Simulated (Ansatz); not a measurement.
Geometry optimisation, Ansatz 0.2.0, RKS PBE0-D4/def2-SVP.

The input (input.yaml):

```yaml
crystal:
  periodic: [false, false, false]
  atoms:
    - { symbol: Mg, position_ang: [-0.9391, -2.0808, -0.5324] }
    - { symbol: Cl, position_ang: [-2.8462, -0.0634, 0.0561] }
    - { symbol: Cl, position_ang: [-0.5889, -4.142, -0.9037] }
    - { symbol: H, position_ang: [-1.1291, 0.293, 0.0388] }
    - { symbol: O, position_ang: [0.109, 0.0556, -0.1086] }
    - { symbol: Si, position_ang: [1.1346, 1.2438, 0.2865] }
    - { symbol: H, position_ang: [0.5144, 2.5122, -0.1104] }
    - { symbol: H, position_ang: [1.3763, 1.2027, 1.7362] }
    - { symbol: H, position_ang: [2.369, 0.9789, -0.4625] }
basis:
  gaussian: { orbitals: def2-SVP }
hamiltonian:
  xc: pbe0
  dispersion: d4
relax:
  f_tol: 0.15
  max_steps: 25
  restrain:
    - { distance: [0, 4], at: 3.37, k: 30.0 }
    - { distance: [3, 1], at: 2.63, k: 30.0 }
    - { distance: [0, 1], at: 2.43, k: 30.0 }
    - { distance: [3, 4], at: 0.97, k: 30.0 }
output:
  orbitals: {}
```

Launched with:

```bash
$ ansatz run input.yaml --threads 2 --pin off --max-ram 3072MiB --backend cpu --events-out ev --progress --plain --runs-dir out
```

Where does it end, and by what steps?

It converged. The restraints hold the end off the free minimum. After 6 steps the energy has fallen by 0.831 eV (the restraints' own energy left out); Mg1 moved furthest, 0.84 Å. Parted: Mg1–O5. Joined: H4–O5.

```json
{"step": "0", "energy less start (eV)": "0.0000", "largest force component (eV/Å)": "4.927", "accepted": "yes"}
{"step": "1", "energy less start (eV)": "0.0389", "largest force component (eV/Å)": "6.430", "accepted": "yes"}
{"step": "2", "energy less start (eV)": "0.0332", "largest force component (eV/Å)": "5.519", "accepted": "yes"}
{"step": "3", "energy less start (eV)": "-0.1353", "largest force component (eV/Å)": "4.723", "accepted": "yes"}
{"step": "4", "energy less start (eV)": "-0.6042", "largest force component (eV/Å)": "2.095", "accepted": "yes"}
{"step": "5", "energy less start (eV)": "-0.8192", "largest force component (eV/Å)": "1.450", "accepted": "yes"}
{"step": "6", "energy less start (eV)": "-0.8313", "largest force component (eV/Å)": "1.521", "accepted": "yes"}
```

```xyz
9
Properties=species:S:1:pos:R:3
Mg -1.653 -2.520 -0.555
Cl -3.104 -0.693 -0.084
Cl -0.574 -4.377 -0.971
H -0.859 0.659 0.081
O 0.038 0.347 -0.102
Si 1.261 1.409 0.320
H 0.861 2.803 -0.036
H 1.550 1.362 1.785
H 2.479 1.009 -0.437
```

Whether the end is a true minimum wasn't checked by a vibrational analysis.

The run took 20 s on 2 threads of Arm Neoverse V2 (shared host), peak memory 0.24 GiB.
